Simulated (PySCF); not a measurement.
Task: Write Cartesian coordinates for `N#CCCC=[Se]` as optimised with PBE0-D3(BJ)/def2-SVP.

Result: 
```
atom  x, y, z in Å
N1    -2.3602    1.0415   -1.1400
C2    -1.6550    0.2037   -0.7661
C3    -0.7418   -0.8236   -0.2795
C4     0.4781   -0.2498    0.4614
C5     1.3298    0.6187   -0.3998
Se6    3.0503    0.4298   -0.6586
H7    -0.4129   -1.4331   -1.1366
H8    -1.3019   -1.4932    0.3919
H9     0.1177    0.3599    1.3110
H10    1.0737   -1.0760    0.8748
H11    0.7994    1.4425   -0.9027
```

Orientation and origin are arbitrary. Atoms count from 1 in this order. The 3 C–C bonds span 1.458 Å (C2–C3, drawn single) to 1.538 Å (C3–C4, drawn single), a spread of 0.080 Å. Of the pairs four or more bonds apart, C2···H11 is among the closest relative to their van der Waals radii: 2.75 Å, 95 % of the sum of Bondi's values.

Bonds between heavy atoms (Å): N1≡C2 1.157, C2–C3 1.458, C3–C4 1.538, C4–C5 1.490, C5=Se6 1.750.

Computed with PBE0-D3(BJ)/def2-SVP geometry optimisation, gas phase (PySCF).

Point group: C1 (no symmetry element, even within 0.4 Å). Whether it is a minimum is left open (no frequencies). One conformer, not necessarily the lowest (C2–C3–C4–C5 -62°, C3–C4–C5–Se6 -126°).
